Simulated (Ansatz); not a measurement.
Wavefunction ladder for C₂H₆OSi, SMILES `[SiH3]C1CO1`

Cartesian coordinates in Å:
```
Si 1.422 0.184 0.011
C -0.372 0.111 0.550
C -1.440 -0.204 -0.406
O -0.980 -1.188 0.491
H 1.825 1.602 -0.189
H 2.299 -0.421 1.046
H 1.560 -0.564 -1.265
H -0.673 0.686 1.426
H -1.197 -0.373 -1.452
H -2.444 0.167 -0.212
```

The species carries charge 0 and has multiplicity 1. The geometry is a stationary point of PBE0-D4/def2-TZVP. Frozen core, restricted reference, Ansatz 0.2.0. CBS rows extrapolate triple and quadruple zeta; past MP2 they add the triple-zeta difference.

| basis | HF (Eh) | MP2 corr. | CCSD corr. | (T) | CCSD(T) total |
| --- | --- | --- | --- | --- | --- |
| def2-SVP | -442.75129 | -0.55905 | -0.60446 | -0.01800 | -443.37375 |
| def2-TZVPP | -443.03573 | -0.69648 | -0.73339 | -0.02960 | -443.79872 |
| def2-QZVPP | -443.05199 | -0.74555 | – | – | – |
| CBS(def2) | -443.05423 | -0.78189 | -0.81880 | as TZ | -443.90263 |
